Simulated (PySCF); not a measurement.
How methods differ on the ionisation energy of Te⁴⁷⁺

Te⁴⁷⁺ [He] 2s2 2p1 [2p1/2^1, M_J = 1/2] → Te⁴⁸⁺ [He] 2s2, as a difference of total energies. Calculation: PySCF 2.14, in an uncontracted even-tempered set (17 s from 26 bohr⁻², ratio 2.4; 12 p from 34 bohr⁻², ratio 2.4; 5 d from 110 bohr⁻², ratio 2.6; 4 f from 170 bohr⁻², ratio 2.6); the two-component X2C-1e Hamiltonian. Correlated levels: nothing frozen; the 32 highest virtual spinors dropped. "Screened" scales the spin-orbit matrix elements by Boettger's factors to mimic the two-electron term; Breit and QED terms are absent.

```csv
method,ionisation energy (eV),difference from reference (eV)
GHF (spin-free),8292.3,-206.7
GMP2 (spin-free),8291.5,-207.5
GHF (screened spin-orbit),8506.1,+7.1
GMP2 (screened spin-orbit),8504.4,+5.4
```

Reference: 8499 ± 4 eV (theoretical estimate listed by NIST; NIST Atomic Spectra Database, ionization energies).

For this ion Breit and QED terms and the two-electron picture change, all absent here, outweigh the correlation shift from GHF to GMP2.

The spin-free rows lack the spin-orbit shift.
